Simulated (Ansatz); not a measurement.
Reaction (substitution at a C–Si bond): `N=C(N)[SiH2]N` + `O[SiH3]` → `N=C(N)O[SiH3]` + `N[SiH3]`

Program: Ansatz. Geometries: PBE0-D4/def2-TZVP. ΔE: electronic, gas phase. CCSD(T)/CBS is the MP2 limit (def2-TZVPP, def2-QZVPP) plus CCSD(T) − MP2 in def2-TZVPP, frozen cores. This one scheme is used for every species. Functionals use def2-TZVPP. One conformer a species, not always the lowest.

`N=C(N)[SiH2]N`:

Z-matrix (Å, degrees):
```
Si
N 1 1.713
C 1 1.899 2 107.4
H 1 1.486 2 106.9 3 -118.9
H 1 1.494 2 115.8 3 120.7
H 2 1.007 1 121.5 3 -69.4
H 2 1.006 1 120.2 3 141.8
N 3 1.363 1 117.9 2 158.8
N 3 1.278 1 121.9 2 -20.4
H 8 1.002 3 121.0 1 11.0
H 8 1.008 3 117.9 1 170.5
H 9 1.017 3 109.9 1 0.9
```

`O[SiH3]`:

Cartesian coordinates in Å:
```
O -0.284 1.245 -0.108
Si 0.160 -0.316 0.175
H -0.790 1.430 -0.899
H -1.024 -1.210 0.304
H 0.919 -0.299 1.446
H 1.018 -0.850 -0.919
```

`N=C(N)O[SiH3]`:

```xyz
11

N    -0.314    1.440    0.738
C    -0.680    0.246    0.521
N    -1.817   -0.270    1.067
O    -0.043   -0.702   -0.214
Si    1.425   -0.464   -0.961
H     0.580    1.673    0.319
H    -2.214   -1.077    0.620
H    -2.454    0.405    1.451
H     1.333    0.638   -1.951
H     2.471   -0.139    0.040
H     1.712   -1.750   -1.630
```

`N[SiH3]`:

Cartesian coordinates in Å:
```
N -0.773 0.735 0.002
Si 0.403 -0.520 0.050
H -1.189 0.995 -0.878
H -0.665 1.542 0.596
H -0.141 -1.683 -0.698
H 1.733 -0.192 -0.545
H 0.632 -0.877 1.474
```

```
          level  ΔE (kJ/mol)
        ωB97X-V         14.5
CCSD/def2-TZVPP         17.8
```

(1) What does CCSD(T)/CBS give? (Estimate.)

Largest T1 diagnostic among the species: 0.013.

Answers

(1) Computed: +25.9 kJ/mol. The listed levels differ from it by -11.4, -8.1 kJ/mol.

In def2-TZVPP, CCSD(T) changes the Hartree–Fock value by +20.5 kJ/mol (the triples alone add +2.3 kJ/mol) and MP2 by +24.7 kJ/mol. From PBE to PBE0 (25 % exact exchange), in def2-TZVPP and without D4, ΔE moves by −4.5 kJ/mol.
